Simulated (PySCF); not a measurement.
**How methods differ on the ionisation energy of Zr²⁺**

Zr²⁺ [Kr] 4d2 [4d3/2^2, M_J = 2] → Zr³⁺ [Kr] 4d1 [4d3/2^1, M_J = 3/2], as a difference of total energies. Calculation: PySCF 2.14, in x2c-TZVPPall-2c (8s9p7d2f1g, 93 functions); the two-component X2C-1e Hamiltonian. Correlated levels: [Ar] 3d10 frozen; the 6 highest virtual spinors dropped. "Screened" scales the spin-orbit matrix elements by Boettger's factors to mimic the two-electron term; Breit and QED terms are absent.

```
                    method  ionisation energy (eV)  difference from reference (eV)
           GHF (spin-free)                  22.304                          -0.866
          GMP2 (spin-free)                  22.905                          -0.265
 GHF (screened spin-orbit)                  22.302                          -0.868
GMP2 (screened spin-orbit)                  22.890                          -0.280
```

Reference: 23.170 eV (semi-empirical (NIST evaluation); NIST Atomic Spectra Database, ionization energies).

The spin-free rows relax to the high-spin LS determinant and lack the spin-orbit shift.

Errors of the correlated levels include the incompleteness of this basis and the frozen core.

The labels give the starting determinants; with spin-orbit coupling the two ends relaxed to ⟨J²⟩ = 7.39, ⟨L²⟩ = 11.95, ⟨S²⟩ = 1.98 and ⟨J²⟩ = 3.80, ⟨L²⟩ = 6.01, ⟨S²⟩ = 0.76.

The determinant of Zr²⁺ mixes levels of different J (the jj label is only the starting occupation), so the difference between spin-free and spin-orbit rows is not the physical spin-orbit shift.
